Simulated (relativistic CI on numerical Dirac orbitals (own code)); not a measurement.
# Forbidden lines of Cd XXV

Calculated at this level of theory: Dirac-Coulomb-Breit CI, KLI orbitals optimised for each configuration, a model potential for QED, unscaled Slater integrals (own radial code, finite nucleus).

Configuration list (outside the closed core [Ne]): 3s2 3p6 3d6, 3s2 3p5 3d7, 3s2 3p4 3d8, 3s 3p6 3d7, 3p6 3d8, 3s 3p5 3d8, 3s2 3p6 3d5 4s, 3s2 3p6 3d5 4p, 3s2 3p6 3d5 4d, 3s2 3p4 3d7 4s, 3s2 3p6 3d5 4f, 3s2 3p5 3d6 4s, 3s2 3p4 3d7 4p, 3s2 3p5 3d6 4p, 3s2 3p6 3d4 4s2, 3s2 3p4 3d7 4d, 3s 3p5 3d7 4s, 3s2 3p6 3d4 4s 4p, 3s2 3p6 3d5 5s, 3s 3p6 3d6 4s, 3s2 3p6 3d5 5p, 3p6 3d7 4s, 3s 3p6 3d6 4p, 3s2 3p5 3d5 4s2, 3s2 3p6 3d5 5f, 3p6 3d7 4p, 3p6 3d7 4d, 3s2 3p6 3d5 6s. Levels of other configurations are missing.

| λ vac (nm) | Lower | Upper | Type | A (s⁻¹) | log gf |
| --- | --- | --- | --- | --- | --- |
| 55.078 | 3s2 3p6 3d6 5D_4 [1] | 3s2 3p6 3d6 3D_3 [18] | M1 | 1.77e+03 | -6.25 |
| 66.071 | 3s2 3p6 3d6 5D_4 [1] | 3s2 3p6 3d6 3H_4 [13] | M1 | 1.92e+03 | -5.95 |
| 69.687 | 3s2 3p6 3d6 5D_3 [3] | 3s2 3p6 3d6 3D_3 [18] | M1 | 3.63e+03 | -5.73 |
| 70.835 | 3s2 3p6 3d6 5D_2 [9] | 3s2 3p6 3d6 3P_1 [26] | M1 | 9.31e+03 | -5.68 |
| 72.535 | 3s2 3p6 3d6 5D_2 [2] | 3s2 3p6 3d6 3D_2 [16] | M1 | 2.06e+03 | -6.09 |
| 79.404 | 3s2 3p6 3d6 5D_4 [1] | 3s2 3p6 3d6 3F_3 [10] | M1 | 2.19e+03 | -5.84 |
| 82.490 | 3s2 3p6 3d6 3H_4 [13] | 3s2 3p6 3d6 3F_4 [27] | M1 | 3.54e+03 | -5.49 |
| 86.096 | 3s2 3p6 3d6 3H_5 [7] | 3s2 3p6 3d6 1G_4 [24] | M1 | 2.71e+03 | -5.57 |
| 101.56 | 3s2 3p6 3d6 5D_2 [2] | 3s2 3p6 3d6 3F_2 [11] | M1 | 2.44e+03 | -5.72 |
| 104.60 | 3s2 3p6 3d6 5D_1 [5] | 3s2 3p6 3d6 1S_0 [12] | M1 | 1.43e+04 | -5.63 |
| 110.23 | 3s2 3p6 3d6 5D_2 [9] | 3s2 3p6 3d6 3P_1 [21] | M1 | 8.57e+03 | -5.33 |
| 113.80 | 3s2 3p6 3d6 5D_3 [3] | 3s2 3p6 3d6 3F_3 [10] | M1 | 1.70e+03 | -5.64 |
| 118.17 | 3s2 3p6 3d6 5D_4 [1] | 3s2 3p6 3d6 3H_4 [6] | M1 | 4.65e+03 | -5.06 |
| 118.37 | 3s2 3p6 3d6 3H_6 [8] | 3s2 3p6 3d6 1I_6 [20] | M1 | 2.54e+03 | -5.16 |
| 136.00 | 3s2 3p6 3d6 5D_3 [3] | 3s2 3p6 3d6 5D_2 [9] | M1 | 9.05e+03 | -4.90 |
| 136.48 | 3s2 3p6 3d6 3H_4 [13] | 3s2 3p6 3d6 1G_4 [24] | M1 | 3.24e+03 | -5.09 |
| 149.86 | 3s2 3p6 3d6 3H_4 [6] | 3s2 3p6 3d6 3H_4 [13] | M1 | 5.32e+03 | -4.79 |
| 163.93 | 3s2 3p6 3d6 3H_6 [8] | 3s2 3p6 3d6 3G_5 [17] | M1 | 2.52e+03 | -4.95 |
| 173.05 | 3s2 3p6 3d6 3H_5 [7] | 3s2 3p6 3d6 3G_4 [15] | M1 | 1.57e+03 | -5.20 |
| 262.73 | 3s2 3p6 3d6 5D_4 [1] | 3s2 3p6 3d6 5D_3 [3] | M1 | 1.70e+03 | -4.91 |

Terms are leading LS components. Brackets give the number of a level in order of energy, since labels repeat. The list gives strong lines, with weight on those to low levels, among the lowest 400 of 9786 levels, so that lines to higher ones, which can be the strongest, are missing. Levels whose partners in the same complex of configurations lie outside the list can be far off, and so can their lines. Rates are taken at the computed energies, electric ones in the length gauge.

At this charge energies of transitions that change n are usually good to better than 1 %, and those within a shell (Δn = 0) to a few per cent. Terms inside the open d or f shell come out 10 to 20 % too wide with unscaled integrals.

LS names give the leading component of a level, which can be under half, so a name can repeat, a term be missing and a line seem to break the LS rules.
